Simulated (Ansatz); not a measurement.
Born–Oppenheimer molecular dynamics of C2H8Sn (11 atoms, charge 0, multiplicity 1). It starts from a relaxed structure.

Computed with RHF/def2-SVP (Ansatz).

- ensemble: NVT, Nosé–Hoover chain
- time step: 1 fs
- steps asked: 300
- set temperature: 700 K
- thermostat: time constant 100 fs, chain length 3 (defaults)
- seed: 503950

First frame:

```xyz
11
Properties=species:S:1:pos:R:3
Sn 0.013 0.002 -0.022
H 0.084 -0.089 1.692
H 1.620 0.096 -0.624
C -1.085 1.774 -0.608
H -2.106 1.732 -0.225
H -0.604 2.669 -0.213
H -1.125 1.853 -1.695
C -0.949 -1.775 -0.800
H -1.964 -1.861 -0.409
H -1.000 -1.732 -1.889
H -0.392 -2.668 -0.514
```

**Question.** What does the run give?

**Answer.** All steps were run.

```
steps done                                               : 300
time covered                                             : 300 fs
mean temperature over the second half                    : 695 K
spread of the potential energy over the second half      : 9.6 meV per atom
mean potential energy of the second half above the start : 55.3 meV per atom
```

The conserved energy stayed within 3.8 meV per atom of its start (net change 0.67 meV per atom), so there is no drift, though single steps change it by up to 23 meV in the whole system, a sign of fast motions only just resolved. A run of 0.3 ps of so small a system gives no equilibrium averages.

**Question.** What happens to the structure?

**Answer.** The same pairs are bonded in the first frame and the last. Pairs count as bonded within 1.25 times the sum of covalent radii (0.12 Å more for H–H). This is one draw of velocities; another would differ in detail.

**Question.** How do temperature and energy run in time?

**Answer.** 
| time (fs) | T (K) | potential energy less start (eV) | conserved less start (meV/atom) |
| --- | --- | --- | --- |
| 0 | 700 | 0.000 | 0.00 |
| 10 | 483 | 0.257 | 0.25 |
| 20 | 540 | 0.198 | 0.39 |
| 30 | 404 | 0.370 | 0.77 |
| 40 | 408 | 0.381 | 1.04 |
| 50 | 303 | 0.525 | 1.44 |
| 60 | 446 | 0.383 | 1.39 |
| 70 | 312 | 0.571 | 1.55 |
| 80 | 462 | 0.430 | 1.34 |
| 90 | 458 | 0.474 | 1.18 |
| 100 | 610 | 0.344 | 1.29 |
| 110 | 513 | 0.507 | 1.51 |
| 120 | 570 | 0.487 | 1.90 |
| 130 | 512 | 0.603 | 2.20 |
| 140 | 479 | 0.682 | 2.53 |
| 150 | 522 | 0.663 | 2.34 |
| 160 | 597 | 0.607 | 2.24 |
| 170 | 520 | 0.721 | 2.09 |
| 180 | 569 | 0.688 | 2.26 |
| 190 | 579 | 0.698 | 2.19 |
| 200 | 616 | 0.677 | 2.35 |
| 210 | 696 | 0.599 | 2.16 |
| 220 | 803 | 0.493 | 2.34 |
| 230 | 652 | 0.684 | 2.48 |
| 240 | 721 | 0.619 | 2.68 |
| 250 | 729 | 0.620 | 2.45 |
| 260 | 793 | 0.548 | 1.67 |
| 270 | 897 | 0.434 | 1.21 |
| 280 | 837 | 0.504 | 0.43 |
| 290 | 900 | 0.443 | 0.58 |
| 300 | 875 | 0.482 | 0.67 |

Time of the run: 10 min on 1 thread of Arm Neoverse V2, on a shared host, peak memory 0.18 GiB.
